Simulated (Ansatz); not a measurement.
Reaction (redistribution): `F[SiH2]S[SiH2]Cl` + `[CH3][W](=[NH])(=[NH])[OH]` → `C[SiH2]S[SiH2]Cl` + `[NH]=[W](=[NH])([OH])[F]`

Calculated with Ansatz (gas phase, PBE0-D4/def2-TZVP geometries, no zero-point term in ΔE). CCSD(T)/CBS is the MP2 limit (def2-TZVPP, def2-QZVPP) plus CCSD(T) − MP2 in def2-TZVPP, frozen cores. DFT in def2-TZVPP. Elements past krypton have def2 core potentials. For W outer-core shells are correlated without core-valence functions, which leaves a few kJ/mol of doubt a bond. One conformer a species, not always the lowest.

```
             level  ΔE (kJ/mol)
         r2SCAN-D4         -4.4
           ωB97X-V         -1.3
            r2SCAN         -4.4
    MP2/def2-TZVPP         16.6
SCS-MP2/def2-TZVPP         14.9
   CCSD/def2-TZVPP         15.0
    MP2/def2-QZVPP         17.9
SCS-MP2/def2-QZVPP         16.2
```

Problem. What does CCSD(T)/CBS give? (Estimate.)

Solution. Ansatz gave: +14.3 kJ/mol. The listed levels differ from it by -18.7, -15.6, -18.7, 2.3, 0.6, 0.7, 3.6, 1.9 kJ/mol.

Largest T1 diagnostic among the species: 0.020, so the coupled-cluster value is less sure than usual.

From PBE to PBE0 (25 % exact exchange), in def2-TZVPP and without D4, ΔE moves by +5.7 kJ/mol.
